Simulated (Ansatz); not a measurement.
One geometry of the cluster Cd₅O₅, several levels of theory.

```yaml
crystal:
  periodic: [false, false, false]
  atoms:
    - {symbol: Cd, position_ang: [-0.771169, 0.303283, -3.592864]}
    - {symbol: Cd, position_ang: [-2.319608, 1.035464, -1.283065]}
    - {symbol: Cd, position_ang: [1.791381, -0.637779, -0.260634]}
    - {symbol: Cd, position_ang: [-1.750784, 0.348248, 1.258865]}
    - {symbol: Cd, position_ang: [0.537936, -1.469395, 2.342785]}
    - {symbol: O, position_ang: [0.309653, 1.502173, -1.041855]}
    - {symbol: O, position_ang: [-1.220937, -0.741660, 2.888661]}
    - {symbol: O, position_ang: [0.286804, 1.033368, 0.269680]}
    - {symbol: O, position_ang: [2.164191, -1.887154, 1.255440]}
    - {symbol: O, position_ang: [0.972533, 0.513422, -1.837002]}
basis:
  gaussian: {orbitals: def2-SVP, initial_orbitals: start.molden}
correlation: {method: mp2}
scf: {omitted_lower_state_checks: [starts]}
output: {orbitals: {seedname: orbitals}}
```

The file start.molden holds the orbitals of an earlier run on this structure, at another level or in another basis.

```sh
$ ansatz run in.yaml --threads 4 --pin off --events-out ev --progress --plain --max-ram 4787MiB
```

Shortened log:

```
Functional definition: HF
  name "HF"
  cite "Fock, Z. Phys. 61, 126 (1930) doi:10.1007/BF01340294"
  parent pbe
  exchange = exact_x
  correlation = 0
these checks for a lower state are left out or cut short: starts
2281 factors; integrals over basis functions are off by at most 5.4e-4 eV
mean field evaluation 1: about -32863.3387 eV, gradient 3.8e1 eV
mean field evaluation 2: about -32866.7350 eV, gradient 3.2e0 eV
mean field evaluation 4: about -32869.2823 eV, gradient 4.9e0 eV
mean field evaluation 8: about -32869.3642 eV, gradient 5.6e-3 eV
mean field -32869.36415052 eV, -1207.9268528765 hartree, gradient 8.1e-6 eV, S^2 0.000000; 0 other end points of the search recorded, 0 dependent functions left out; unrestricted orbitals would lower it
mean field evaluation 16: about -32869.3815 eV, gradient 6.8e-2 eV
5 core orbitals not correlated: weight in the atoms' cores, before any rotation towards them, 1.000 or more for the frozen orbitals, at most 0.000 for the correlated occupied ones
reference -32869.36415052 eV, -1207.9268528765 hartree; 65, 65 occupied and 155, 155 virtual orbitals, 2281 factors
second order -77.45132173 eV of doubles, -0.00000000 eV of singles
Total energy: -32946.81547225 eV, -1210.7731364516 hartree
Checks for a lower state left out: starts
```

Hardware: 4 threads of Intel Xeon 6975P-C on a shared host. Wall time 7 s, peak host memory 0.93 GiB.

As the first input, with `gaussian: {orbitals: STO-3G}`, `hamiltonian: {xc: hf}` and without the key `correlation` (abridged; 4.6 s):

```
Functional definition: HF
mean field -746333.77433393 eV, -27427.2603235701 hartree, gradient 3.9e-5 eV, S^2 0.000000
Total energy: -746333.77433393 eV, -27427.2603235701 hartree
Checks for a lower state left out: starts
```

The first input with `gaussian: {orbitals: def2-TZVP, initial_orbitals: start.molden}`, `hamiltonian: {xc: pbe0, dispersion: d4}` and without the key `correlation` (abridged; 11 s):

```
Functional definition: PBE0
mean field -33049.60875148 eV, -1214.5507197876 hartree, gradient 1.3e-5 eV, S^2 0.000000
Total energy: -33050.11367563 eV, -1214.5692754079 hartree
Checks for a lower state left out: starts
```

The first input with `gaussian: {orbitals: def2-TZVP, initial_orbitals: start.molden}`, `hamiltonian: {xc: r2scan, dispersion: d4}` and without the key `correlation` (abridged; 8.5 s):

```
Functional definition: r2SCAN
mean field -33065.18866946 eV, -1215.1232712130 hartree, gradient 1.9e-5 eV, S^2 0.000000
Total energy: -33065.32789374 eV, -1215.1283876106 hartree
Checks for a lower state left out: starts
```

The first input with `hamiltonian: {xc: pbe, dispersion: d4}` and without the key `correlation` (abridged; 2.5 s):

```
Functional definition: PBE
mean field -33034.78440734 eV, -1214.0059351885 hartree, gradient 4.3e-5 eV, S^2 0.000000
Total energy: -33035.36033805 eV, -1214.0271002519 hartree
Checks for a lower state left out: starts
```

As the first input, with `gaussian: {orbitals: def2-TZVP, initial_orbitals: start.molden}`, `hamiltonian: {xc: hse06, dispersion: d4}`, `output: {forces: true, orbitals: {seedname: orbitals}}` and without the key `correlation` (abridged; 16 s):

```
Functional definition: HSE06
the host lacks memory for fits, so the integrals are decomposed
mean field -33049.08031852 eV, -1214.5313002345 hartree, gradient 2.7e-5 eV, S^2 0.000000
Total energy: -33049.56461946 eV, -1214.5490979656 hartree
Atom 0 force    -0.071017    -0.018960    -0.082306 eV/Å
Atom 1 force    -0.076931     0.001916    -0.037636 eV/Å
Atom 2 force    -0.036919    -0.024204    -0.041858 eV/Å
Atom 3 force    -0.088858    -0.056001     0.065750 eV/Å
Atom 4 force    -0.025267     0.029594    -0.019894 eV/Å
Atom 5 force     0.057278     0.112309    -0.079020 eV/Å
Atom 6 force     0.046315    -0.023952     0.022724 eV/Å
Atom 7 force     0.043088     0.030668     0.135935 eV/Å
Atom 8 force    -0.008701     0.016945    -0.000500 eV/Å
Atom 9 force     0.161012    -0.068315     0.036804 eV/Å
Dipole moment:    -0.391637     0.176045    -0.906465 e Å
Checks for a lower state left out: starts
```

First input, but with `gaussian: {orbitals: def2-TZVPD, initial_orbitals: start.molden}`, `hamiltonian: {xc: pbe0, dispersion: d4}` and without the key `correlation` (abridged; 16 s):

```
Functional definition: PBE0
the host lacks memory for fits, so the integrals are decomposed
mean field -33049.79776284 eV, -1214.5576658267 hartree, gradient 7.8e-6 eV, S^2 0.000000
Total energy: -33050.30268620 eV, -1214.5762214180 hartree
Checks for a lower state left out: starts
```

Geometry: PBE0-D4/def2-SVP.

In the def2 sets Cd takes a core potential, while STO-3G treats all electrons; there is no spin–orbit coupling. HSE06 is defined as in plane-wave codes, on full-range PBE exchange. Correlated methods freeze 5 core orbitals; core or outer-core shells of Cd are correlated, in sets that lack core-valence functions. The structure holds 2 bonds between oxygen atoms, so isomers without such links may lie far lower. At MP2/def2-SVP the restricted singlet (for correlated methods, its reference) is unstable: a solution with broken spin symmetry lies lower. The restricted singlet is unstable towards broken spin symmetry in Hartree–Fock (as tested in another run); at HF/STO-3G, PBE0-D4/def2-TZVP, r2SCAN-D4/def2-TZVP, PBE-D4/def2-SVP and others this wasn't settled. The structure comes from a short search, and lower isomers may exist.
